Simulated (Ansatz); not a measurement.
Molecule: trifluorogermane, sum formula GeHF$_{3}$, charge 0, multiplicity 1. SMILES: [F][GeH]([F])[F]
Structure (B3LYP-D3(BJ)/def2-TZVP (Ansatz, a program for electronic structure) minimum search):
```
Ge
F 1 1.7176
F 1 1.7176 2 106.40
F 1 1.7176 2 106.40 3 -113.16
H 1 1.5172 2 112.39 4 -123.42
```

Quantity: atomisation energy (electronic, to ground-state atoms), in kcal/mol. Correlated levels leave the core frozen unless marked. UHF or UKS for open shells. Spin-orbit coupling is left out. The frozen core is the preceding noble-gas configuration, with the filled d and f shells of earlier blocks. No relativistic terms. The coupled-cluster limit lacks core correlation, which all-electron functionals hold. CBS(X,Y): correlation extrapolated as X^-3; Hartree-Fock from the larger set (for Q and 5 zeta extrapolated as (X+1)exp(-9√X)). [CCSD(T)-MP2]/basis is that difference in the basis named.

| level | program | atomisation energy (kcal/mol) | minus last row |
|---|---|---|---|
| HF/aug-cc-pVDZ | Ansatz | 286.5 | -145.4 |
| HF/aug-cc-pVTZ | Ansatz | 294.8 | -137.1 |
| BLYP/def2-TZVPD | Ansatz | 415.5 | -16.4 |
| B3LYP-D3(BJ)/def2-TZVPD | Ansatz + dftd3 | 413.4 | -18.5 |
| PBE0-D4/def2-TZVPD | Ansatz + dftd4 | 411.7 | -20.2 |
| r2SCAN0-D4/def2-TZVPD | Ansatz + dftd4 | 406.8 | -25.1 |
| CAM-B3LYP-D3(BJ)/def2-TZVPD | Ansatz + dftd3 | 421.2 | -10.7 |
| CAM-B3LYP/def2-TZVPD | Ansatz | 420.1 | -11.8 |
| LC-wPBE-D3(BJ)/def2-TZVPD | Ansatz + dftd3 | 422.4 | -9.5 |
| B2GP-PLYP-D4/def2-TZVPD | Ansatz + dftd4 | 419.3 | -12.6 |
| B2PLYP-D3(BJ)/def2-TZVPD | Ansatz + dftd3 | 419.3 | -12.6 |
| MP2/STO-3G | Ansatz | 307.5 | -124.4 |
| MP2/aug-cc-pVDZ | Ansatz | 421.9 | -10.0 |
| MP2/CBS(aug-cc-pVTZ,aug-cc-pVQZ) | Ansatz | 453.9 | 22.0 |
| CCSD/6-31G | Ansatz | 343.5 | -88.4 |
| CCSD/cc-pVDZ | Ansatz | 371.1 | -60.8 |
| CCSD/aug-cc-pVQZ | Ansatz | 418.9 | -13.0 |
| CCSD(T)/6-31G* | Ansatz | 391.5 | -40.4 |
| CCSD(T)/cc-pV5Z | Ansatz | 428.8 | -3.1 |
| RI-MP2/CBS(aug-cc-pVTZ,aug-cc-pVQZ)+[CCSD(T)-MP2]/aug-cc-pVTZ | Ansatz | 432.0 | 0.1 |
| CCSD(T)/CBS(cc-pVQZ,cc-pV5Z) | Ansatz | 431.9 | 0.0 |
